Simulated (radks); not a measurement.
Question: Isoelectronic series with 16 electrons, all held in the configuration [Ne] 3s2 3p4, which need not be the ground one along the series. All-electron calculation, Dirac Kohn-Sham, PBEsol, spin-unpolarised, spherical densities, finite nucleus; open shells are shared between the two j in proportion to 2j + 1; Fermi nuclear charge, rms radius of each element as measured or else 0.836 A^(1/3) + 0.57 fm. Program: a radial shooting solver on a logarithmic mesh with Libxc functionals. Total energies (hartree) and mean radii <r> (bohr):

ion    E (hartree)   3p3/2   3p1/2   3s1/2
Sr22+  -2877.90801  0.4240  0.4175  0.4317
Tc27+  -3778.72829  0.3611  0.3540  0.3686
I37+   -5980.06939  0.2781  0.2697  0.2835
Ce42+   -7290.4302  0.2491  0.2401  0.2532
Eu47+   -8748.7116  0.2255  0.2157  0.2282
Er52+  -10362.5412  0.2058  0.1952  0.2071
Ta57+  -12141.0070  0.1891  0.1777  0.1890

Estimate the row of Cd32+.

Answer: E (hartree) -4811.28589; 3p3/2 0.3143; 3p1/2 0.3066; 3s1/2 0.3209.
